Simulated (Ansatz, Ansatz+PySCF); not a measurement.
A single P atom.

UHF on quartet P was run in several spherical basis sets with Ansatz (development build ahead of 0.2.0).

(1) Rank the basis sets by the total energy that they give, lowest first, with the distance from the lowest.
A. def2-SVP
B. 6-31G(d)
C. cc-pVDZ
D. def2-TZVP
E. cc-pVTZ

## Answers

(1) E (0.00 eV), D (0.18 eV), C (0.20 eV), B (0.74 eV), A (3.23 eV).

Totals follow the description of the cores as much as that of the bonds, so this order isn't one of quality for chemistry.
